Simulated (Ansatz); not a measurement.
Ansatz results at the PBE0-D4/def2-TZVP geometry: HOMO energy (B3LYP/def2-TZVPP) -7.53 eV; LUMO energy (ωB97M-V/def2-TZVPP) 1.99 eV; size of the dipole moment (ωB97M-V/def2-TZVPP) 1.42 D.

Each molecule was computed in one conformer, which needn't be the lowest.

Question: Which molecule gave them?
A. `[SiH3][Ge]([SiH3])([SiH3])[SiH3]`
B. `[CH3][GeH2][SeH]`
C. `C[O][Ge]([CH3])([NH2])[F]`
D. `[CH3][Ge]([SH])([Cl])[Cl]`

Answer: C. The others give `[SiH3][Ge]([SiH3])([SiH3])[SiH3]`: -7.69, 1.30, 0.01; `[CH3][GeH2][SeH]`: -6.56, 1.84, 1.79; `[CH3][Ge]([SH])([Cl])[Cl]`: -7.63, 1.14, 2.83.

B3LYP here is the variant with VWN-RPA as its local correlation; programs differ in this.
